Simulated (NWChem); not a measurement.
# C₂H₄N₂Si; SMILES N#C/N=C\[SiH3]

All runs: NWChem. Pople sets run with spherical d functions. The geometry was optimised at PBE0/def2-SVP. Level: PBE/6-31G* with SMD (1 M gas to 1 M solution), gas-phase geometry. Reactions with the solvent are ignored.

Problem. What does the run give for solvent 1,4-dioxane? Quantities: solvation free energy (kcal/mol); cavity-dispersion-structure term (kcal/mol); dipole in solution (D).

Solution. The solvation free energy (kcal/mol) comes out as -2.7 and the cavity-dispersion-structure term (kcal/mol) comes out as 0.3. The dipole in solution (D) comes out as 4.74.
